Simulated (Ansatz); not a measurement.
```xyz
4

O     1.346    0.974   -0.302
Al   -0.029   -0.021    0.007
F     0.050   -1.610   -0.351
F    -1.366    0.657    0.647
```

The species carries charge 0 and has multiplicity 2.

(1) List the B3LYP/def2-TZVPP orbital energies in eV (Ansatz 0.2.0). (Estimate.)

## Answers

(1) The calculation gave: α occupied: -1526.05, -671.58, -671.58, -522.60, -114.02, -74.75, -74.61, -74.58, -32.25, -32.03, -27.09, -13.91, -13.04, -12.39, -12.32, -12.15, -11.96, -11.49, -11.22, -10.23. α empty: -1.77, -0.37, 1.65, 1.65, 4.02, 5.12, 5.49, 5.59. β occupied: -1526.05, -671.57, -671.57, -521.94, -114.02, -74.76, -74.61, -74.59, -32.23, -32.01, -25.07, -13.86, -12.95, -12.31, -12.31, -11.95, -11.76, -10.60, -9.56. β empty: -5.64, -1.71, -0.34, 1.72, 1.96, 4.06, 5.10, 5.51. ⟨S²⟩ = 0.753.

B3LYP here is the variant with VWN-RPA as its local correlation; programs differ in this.
